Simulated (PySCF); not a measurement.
CH4OSSn, SMILES [SH][Sn][O]C (connectivity only; charge and spin as stated), neutral, multiplicity 1. Atoms are numbered in the order given.

```xyz
8

Sn     0.7364     0.2449     0.0000
O      0.1496    -1.6726     0.0000
C     -1.1631    -2.1696     0.0000
H     -1.7379    -1.8460    -0.8901
H     -1.7379    -1.8460     0.8901
H     -1.1368    -3.2740     0.0000
S     -1.5806     1.1670     0.0000
H     -1.1368     2.4471     0.0000
```

Geometry optimised at B3LYP-D3(BJ)/def2-SVP. The def2 effective core potentials stand for the cores of Sn; spin–orbit coupling is left out. One conformer was computed; it need not be the lowest.

The numbers are results of TDDFT-PBE/def2-SVPD in PySCF 2.14.0, not measurements.

Vertical excitations. The molecule is in vacuum. State labels are in the subgroup Cs.

Computed excitation energies, oscillator strengths and character:
```
state  symmetry  energy (eV)  λ (nm)      f                                                  main pairs
-----  --------  -----------  ------  -----  ----------------------------------------------------------
S1           A"         3.66     339  0.002                                            HOMO−2→LUMO 97 %
S2           A'         3.75     331  0.032                                              HOMO→LUMO 95 %
S3           A"         3.77     329  0.022                                            HOMO−1→LUMO 96 %
S4           A'         4.17     297  0.036                                            HOMO−3→LUMO 94 %
S5           A"         4.92     252  0.009                                            HOMO→LUMO+1 99 %
S6           A"         5.29     234  0.000                                          HOMO−3→LUMO+1 96 %
S7           A'         5.32     233  0.011                                          HOMO−2→LUMO+1 88 %
S8           A'         5.56     223  0.096  HOMO−1→LUMO+1 62 %, HOMO−1→LUMO+2 17 %, HOMO−2→LUMO+2 10 %
S9           A"         5.58     222  0.005                                            HOMO→LUMO+2 96 %
S10          A"         5.81     214  0.013                                            HOMO→LUMO+3 97 %
T1           A"         2.99     415      0                                            HOMO−1→LUMO 99 %
T2           A'         3.01     412      0                                             HOMO→LUMO 100 %
T3           A'         3.26     380      0                                            HOMO−3→LUMO 99 %
T4           A"         3.47     357      0                                           HOMO−2→LUMO 100 %
```
Triplets are in the Tamm–Dancoff approximation, which puts them higher than full response would, so one can lie above its singlet here.
